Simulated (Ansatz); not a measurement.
A structure drawn as `[SiH3]B(S)SS`, with this starting geometry:

Cartesian coordinates in Å:
```
Si 1.0036 -0.6857 -1.1560
B 0.2984 0.5997 0.0091
S -0.8342 1.9410 -0.6680
S 0.6749 0.5400 1.8830
S -0.9395 -0.6945 2.2765
H -0.0980 -1.4803 -1.8347
H 1.8535 -1.6631 -0.4408
H 1.7696 -0.0628 -2.2297
H -1.9753 1.1150 -0.3799
H -1.7529 0.3907 2.5405
```

Total charge 0; spin multiplicity 1.

(1) Relax it with Ansatz at PBE-D4/def2-SVP and then PBE0-D4/def2-TZVP. Is the drawn bonding still there?

(2) Give the relaxed structure. (Best estimate.)

Atoms count as bonded under 1.1 times the sum of their covalent radii (H–H under 0.85 Å, pairs among N, O and F under 1.55 Å), and a drawn bond as lost past 1.3 times.

Results:

(1) Yes, every drawn bond is still there and no new one forms.

(2) Ansatz gave: 
Z-matrix (Å, degrees):
```
Si
B 1 2.011
H 1 1.492 2 108.5
H 1 1.488 2 111.5 3 -118.8
H 1 1.487 2 111.6 3 119.1
S 2 1.792 1 122.2 3 -1.6
S 2 1.795 1 123.1 3 178.4
H 6 1.343 2 96.9 1 -0.1
S 7 2.064 2 104.0 1 1.8
H 9 1.345 7 97.2 2 -94.3
```
All modes are real.
